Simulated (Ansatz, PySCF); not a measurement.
This Ansatz (a program for electronic structure) input computes a BLYP/def2-TZVPD energy:

Ansatz 0.2 input:
```yaml
crystal:
  periodic: [false, false, false]
  atoms:
    - {symbol: Sn, position_ang: [-0.01876508, 0.00590303, 0.48822962]}
    - {symbol: Cl, position_ang: [1.34296491, 1.56781976, -0.68648957]}
    - {symbol: Cl, position_ang: [-1.28777351, -1.58518162, -0.74947989]}
basis:
  gaussian:
    orbitals: def2-TZVPD
hamiltonian:
  xc: {name: BLYP}
magnetization: {spin_polarized: true, initial_magnetization: 2}
output: {forces: true}
```

Q: Write an input for the same energy in PySCF and say what it gives.

A: 
```python
from pyscf import gto, scf, dft

mol = gto.M(
    atom='''
    Sn   -0.01876508    0.00590303    0.48822962
    Cl    1.34296491    1.56781976   -0.68648957
    Cl   -1.28777351   -1.58518162   -0.74947989
    ''',
    basis='def2-tzvpd',
    ecp='def2-tzvp',
    charge=0,
    spin=2,
    verbose=4,
)

mf = dft.UKS(mol, xc='blyp').density_fit(auxbasis='def2-universal-jkfit')
mf.grids.level = 3
mf.conv_tol = 1e-9
mf.max_cycle = 100
mf.max_memory = 1500
mf.kernel()
if not mf.converged:
    mf = mf.newton()
    mf.kernel(mf.make_rdm1())
for _ in range(2):
    mo, _, stable, _ = mf.stability(return_status=True)
    if stable:
        break
    mf.kernel(mf.make_rdm1(mo, mf.mo_occ))
mf.analyze()
```
It gives -1134.69615 Eh, and Ansatz -1134.69613 Eh, a difference of 0.02 mEh, from the treatment of integrals and grids.

This is an excited triplet: at this geometry the singlet lies 2.51 eV lower at RI-MP2/CBS(def2-TZVPPD,def2-QZVPPD)+[CCSD(T)-MP2]/def2-TZVPPD.
